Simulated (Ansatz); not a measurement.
F₆Se, charge +1, doublet, geometry from GFN2-xTB (a state made from the parent by changing its charge; the spin is typed, not shown lowest); B3LYP/6-31G run with Ansatz (a first-principles code).

Ansatz was given this input:
Ansatz 0.2 input:
```yaml
crystal:
  periodic: [false, false, false]
  atoms:
    - {symbol: F, position_ang: [0.97457506, -1.34187171, -0.50462018]}
    - {symbol: Se, position_ang: [-0.01830579, -0.02215590, -0.00520098]}
    - {symbol: F, position_ang: [1.23203182, 1.09081494, -0.49112291]}
    - {symbol: F, position_ang: [-1.25281179, -1.10992342, 0.49100163]}
    - {symbol: F, position_ang: [-0.70622335, 0.07384453, -1.58432304]}
    - {symbol: F, position_ang: [0.68996947, -0.08930163, 1.57800609]}
    - {symbol: F, position_ang: [-0.98846126, 1.32418917, 0.50049870]}
basis:
  gaussian:
    orbitals: 6-31G
hamiltonian:
  xc: b3lyp
total_charge: 1
magnetization: {spin_polarized: true, initial_magnetization: 1}
```

It wrote (shortened):

```
Functional definition: B3LYP
727 factors; integrals over basis functions are off by at most 1.1e-4 eV
mean field evaluation 1: about -81604.6401 eV, gradient 5.9e1 eV
mean field evaluation 2: about -81576.9459 eV, gradient 1.1e2 eV
mean field evaluation 4: about -81617.1624 eV, gradient 9.9e0 eV
mean field evaluation 8: about -81617.5258 eV, gradient 1.1e0 eV
mean field evaluation 16: about -81617.5958 eV, gradient 2.9e0 eV
mean field evaluation 32: about -81617.6295 eV, gradient 1.9e-6 eV
mean field evaluation 64: about -81617.6298 eV, gradient 1.2e-2 eV
mean field evaluation 96: about -81617.6192 eV, gradient 3.2e-1 eV
mean field evaluation 128: about -81617.5774 eV, gradient 1.6e0 eV
mean field -81617.62984777 eV, -2999.3925744890 hartree, gradient 2.6e-6 eV, S^2 0.752754; 16 other end points of the search recorded, 0 dependent functions left out
reference -81617.63002366 eV, -2999.3925809530 hartree; 44, 43 occupied and 39, 40 virtual orbitals, 727 factors
Total energy: -81617.63002366 eV, -2999.3925809530 hartree
```
